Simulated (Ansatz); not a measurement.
H4GeO4, charge -1, doublet, at a GFN2-xTB geometry (a state made from the parent by changing its charge; the spin is typed, not shown lowest) (a gas-phase anion, which may not be bound at this level); B3LYP/6-31G (Ansatz, a quantum-chemistry and plane-wave program).

Here is a job for Ansatz.
Ansatz 0.2 input:
```yaml
crystal:
  periodic: [false, false, false]
  atoms:
    - {symbol: O, position_ang: [0.48967851, 1.35799753, -0.98453359]}
    - {symbol: Ge, position_ang: [0.09061734, -0.24082060, -0.04391532]}
    - {symbol: O, position_ang: [-1.12653518, 0.33448439, 1.29316952]}
    - {symbol: O, position_ang: [-1.42526134, -0.85147881, -1.34349784]}
    - {symbol: O, position_ang: [1.78408963, -0.10212726, 1.16960110]}
    - {symbol: H, position_ang: [-0.20776662, 1.41946446, -1.63101439]}
    - {symbol: H, position_ang: [-0.56105738, 0.62372796, 2.00360483]}
    - {symbol: H, position_ang: [-2.17725180, -0.82672429, -0.75779832]}
    - {symbol: H, position_ang: [2.27054805, 0.57878436, 0.71258474]}
basis:
  gaussian:
    orbitals: 6-31G
hamiltonian:
  xc: b3lyp
total_charge: -1
magnetization: {spin_polarized: true, initial_magnetization: 1}
```

Output, abridged:

```
Functional definition: B3LYP
682 factors; integrals over basis functions are off by at most 2.8e-4 eV
mean field evaluation 1: about -64754.4625 eV, gradient 4.7e1 eV
mean field evaluation 2: about -64735.8578 eV, gradient 8.4e1 eV
mean field evaluation 4: about -64762.4962 eV, gradient 5.4e0 eV
mean field evaluation 8: about -64762.7020 eV, gradient 2.3e-1 eV
mean field evaluation 16: about -64762.7024 eV, gradient 6.0e-4 eV
mean field -64762.70238265 eV, -2379.9854148262 hartree, gradient 2.8e-5 eV, S^2 0.754841; 0 other end points of the search recorded, 0 dependent functions left out
reference -64762.70261414 eV, -2379.9854233330 hartree; 35, 34 occupied and 38, 39 virtual orbitals, 682 factors
Total energy: -64762.70261414 eV, -2379.9854233330 hartree
```
